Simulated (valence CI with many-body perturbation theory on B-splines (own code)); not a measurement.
# Cu15+: electric-dipole lines

Calculated by valence CI with perturbative core correlation (CI+MBPT): four valence electrons over a frozen Dirac-Fock core [Ne], a basis of 11 s, 11 p, 10 d, 8 f, 5 g, 2 h functions for each j, with the one-electron correlation potential Σ1, the two-electron term Σ2, the three-electron term Σ3, Breit, model QED; selected CI, second order for the rest, scaled by the run's own slope (own B-spline code, finite nucleus).

No measured spectrum was set against this ion. As an estimate, levels of excited configurations hold to 0.05 to 0.15 % of their energy, terms of the ground configuration to about 0.5 %. Among the levels kept, up to 830 cm⁻¹ of a level comes from second order outside the variational space, and about a tenth of that is noise between levels of different J, which matters for small intervals.

Lines 151 to 200 of 563 in falling wavelength, among levels below 1472300 cm⁻¹, chosen from the strongest by gf and those to the six lowest levels. Wavelengths and rates use the calculated energies, so an error of 200 cm⁻¹ moves a line at 22.30 nm by 0.045 % and its rate by three times that or more. Electric multipoles are in the length gauge, E1 and E2 with the static RPA response of the core. Weak lines are less certain than strong ones. Lines between different terms over intervals too small for the method are left out, as are lines whose strength nearly cancels. Where a level lies close to another of its J and parity, the split of strength between their lines is uncertain. The highest levels of a list are the least certain.

Names give the largest LS component (configuration and term), which can be under half, so a name can repeat, a term be missing and a line seem to break the LS rules; names also repeat where a configuration has a term twice. Letters in brackets count levels of one name in rising energy.

| λ vac (nm) | Upper | Lower | A (s⁻¹) | S (a.u.) with core polarisation | S without |
| --- | --- | --- | --- | --- | --- |
| 22.30 | 3p3 3d 1F°_3 [a] | 3s 3p2 3d 1G_4 | 2.60e+09 | 9.97e-02 | 1.03e-01 |
| 22.29 | 3s 3p 3d2 3D°_2 | 3s 3p2 3d 3P_2 [b] | 3.62e+09 | 9.89e-02 | 1.02e-01 |
| 22.28 | 3s 3p2 3d 3D_2 [d] | 3s2 3p 3d 1D°_2 | 5.52e+09 | 1.50e-01 | 1.55e-01 |
| 22.27 | 3s 3p 3d2 3F°_3 | 3s 3p2 3d 3F_3 [b] | 2.83e+09 | 1.08e-01 | 1.12e-01 |
| 22.26 | 3p3 3d 5D°_4 | 3s 3p2 3d 5F_4 | 4.23e+09 | 2.07e-01 | 2.14e-01 |
| 22.24 | 3p3 3d 1F°_3 [b] | 3s 3p2 3d 1F_3 [a] | 3.52e+09 | 1.34e-01 | 1.38e-01 |
| 22.23 | 3s 3p2 3d 1P_1 [a] | 3s2 3p 3d 3F°_2 | 6.87e+09 | 1.12e-01 | 1.16e-01 |
| 22.22 | 3s 3p2 3d 1F_3 [b] | 3s2 3p 3d 1F°_3 | 3.72e+10 | 1.41e+00 | 1.46e+00 |
| 22.22 | 3s 3p2 3d 3D_1 [d] | 3s2 3p 3d 3P°_0 | 1.64e+10 | 2.67e-01 | 2.76e-01 |
| 22.17 | 3s 3p2 3d 1D_2 [b] | 3s2 3p 3d 1D°_2 | 6.31e+09 | 1.70e-01 | 1.75e-01 |
| 22.16 | 3s 3p 3d2 3D°_2 | 3s 3p2 3d 3D_3 [b] | 4.93e+09 | 1.32e-01 | 1.37e-01 |
| 22.15 | 3p3 3d 5D°_2 | 3s 3p2 3d 5F_3 | 1.04e+10 | 2.79e-01 | 2.89e-01 |
| 22.13 | 3p3 3d 3D°_1 [d] | 3s 3p2 3d 3P_1 [b] | 7.19e+09 | 1.15e-01 | 1.19e-01 |
| 22.13 | 3p3 3d 3D°_2 [b] | 3s 3p2 3d 3P_2 [a] | 4.30e+09 | 1.15e-01 | 1.19e-01 |
| 22.06 | 3p3 3d 1D°_2 [c] | 3s 3p2 3d 1P_1 [a] | 5.16e+09 | 1.37e-01 | 1.41e-01 |
| 22.05 | 3s2 3p 3d 3F°_2 | 3s2 3p2 1D_2 | 7.67e+08 | 2.03e-02 | 2.10e-02 |
| 22.04 | 3s 3p 3d2 3D°_3 | 3s 3p2 3d 3P_2 [b] | 1.73e+10 | 6.39e-01 | 6.60e-01 |
| 21.99 | 3p3 3d 1F°_3 [b] | 3s 3p2 3d 1G_4 | 1.43e+10 | 5.27e-01 | 5.44e-01 |
| 21.96 | 3p3 3d 5D°_1 | 3s 3p2 3d 5F_2 | 1.16e+10 | 1.81e-01 | 1.87e-01 |
| 21.95 | 3s 3p 3d2 3D°_2 | 3s 3p2 3d 3P_1 [b] | 1.43e+10 | 3.74e-01 | 3.86e-01 |
| 21.93 | 3p3 3d 3D°_1 [d] | 3s 3p2 3d 3P_0 [b] | 9.76e+09 | 1.52e-01 | 1.57e-01 |
| 21.92 | 3p3 3d 1F°_3 [a] | 3s 3p2 3d 3D_3 [a] | 5.07e+09 | 1.85e-01 | 1.91e-01 |
| 21.91 | 3s 3p 3d2 3D°_3 | 3s 3p2 3d 3D_3 [b] | 4.16e+09 | 1.51e-01 | 1.56e-01 |
| 21.89 | 3p3 3d 1D°_2 [b] | 3s 3p2 3d 1F_3 [a] | 3.55e+09 | 9.18e-02 | 9.48e-02 |
| 21.88 | 3p3 3d 5D°_3 | 3s 3p2 3d 5F_3 | 6.72e+09 | 2.43e-01 | 2.51e-01 |
| 21.84 | 3p3 3d 5D°_2 | 3s 3p2 3d 5F_2 | 8.56e+09 | 2.20e-01 | 2.27e-01 |
| 21.79 | 3s 3p2 3d 1P_1 [b] | 3s2 3p 3d 3D°_2 | 5.60e+09 | 8.58e-02 | 8.88e-02 |
| 21.76 | 3p3 3d 5D°_1 | 3s 3p2 3d 5F_1 | 1.02e+10 | 1.55e-01 | 1.61e-01 |
| 21.76 | 3p3 3d 5D°_0 | 3s 3p2 3d 5F_1 | 2.14e+10 | 1.09e-01 | 1.13e-01 |
| 21.75 | 3p3 3d 3D°_1 [d] | 3s 3p2 3d 3D_2 [b] | 6.35e+09 | 9.67e-02 | 9.99e-02 |
| 21.72 | 3s 3p2 3d 3D_2 [d] | 3s2 3p 3d 3D°_1 | 7.60e+09 | 1.92e-01 | 1.98e-01 |
| 21.66 | 3s 3p 3d2 3D°_3 | 3s 3p2 3d 3F_4 [b] | 6.45e+09 | 2.26e-01 | 2.34e-01 |
| 21.61 | 3s 3p2 3d 1D_2 [b] | 3s2 3p 3d 3D°_1 | 6.46e+09 | 1.61e-01 | 1.66e-01 |
| 21.53 | 3p3 3d 3D°_1 [d] | 3s 3p2 3d 3D_1 [b] | 5.56e+09 | 8.21e-02 | 8.47e-02 |
| 21.49 | 3s2 3p 3d 3F°_3 | 3s2 3p2 1D_2 | 1.52e+07 | 5.20e-04 | 5.30e-04 |
| 21.47 | 3s 3p2 3d 3D_3 [d] | 3s2 3p 3d 3P°_2 | 1.55e+10 | 5.29e-01 | 5.46e-01 |
| 21.42 | 3p3 3d 3P°_2 [b] | 3s 3p2 3d 3P_2 [a] | 3.46e+09 | 8.39e-02 | 8.66e-02 |
| 21.41 | 3s 3p2 3d 3D_2 [c] | 3s2 3p 3d 3F°_3 | 2.24e+10 | 5.42e-01 | 5.60e-01 |
| 21.39 | 3p4 3P_2 | 3s 3p3 5S°_2 | 7.77e+07 | 1.88e-03 | 1.94e-03 |
| 21.33 | 3s 3p 3d2 3D°_3 | 3s 3p2 3d 3D_2 [b] | 3.53e+09 | 1.18e-01 | 1.22e-01 |
| 21.30 | 3s 3p2 3d 1D_2 [c] | 3s2 3p 3d 1P°_1 | 2.45e+10 | 5.84e-01 | 6.03e-01 |
| 21.29 | 3s 3p 3d2 3S°_1 | 3s 3p2 3d 3P_2 [b] | 6.64e+09 | 9.49e-02 | 9.81e-02 |
| 21.27 | 3p3 3d 3D°_2 [a] | 3p4 3P_1 | 3.83e+09 | 9.08e-02 | 9.38e-02 |
| 21.27 | 3s 3p2 3d 3P_2 [c] | 3s2 3p 3d 3D°_3 | 3.11e+10 | 7.38e-01 | 7.63e-01 |
| 21.25 | 3s 3p2 3d 3D_3 [c] | 3s2 3p 3d 3F°_4 | 3.44e+10 | 1.14e+00 | 1.18e+00 |
| 21.22 | 3s 3p2 3d 3D_2 [d] | 3s2 3p 3d 3P°_2 | 6.20e+09 | 1.46e-01 | 1.51e-01 |
| 21.22 | 3s 3p2 3d 3F_4 [c] | 3s2 3p 3d 3F°_4 | 3.28e+10 | 1.39e+00 | 1.44e+00 |
| 21.20 | 3p3 3d 1D°_2 [b] | 3s 3p2 3d 3D_2 [a] | 6.50e+09 | 1.53e-01 | 1.58e-01 |
| 21.19 | 3s 3p 3d2 3D°_2 | 3s 3p2 3d 3F_3 [b] | 3.99e+09 | 9.37e-02 | 9.69e-02 |
| 21.18 | 3s 3p2 3d 1P_1 [b] | 3s2 3p 3d 1D°_2 | 1.14e+10 | 1.61e-01 | 1.66e-01 |
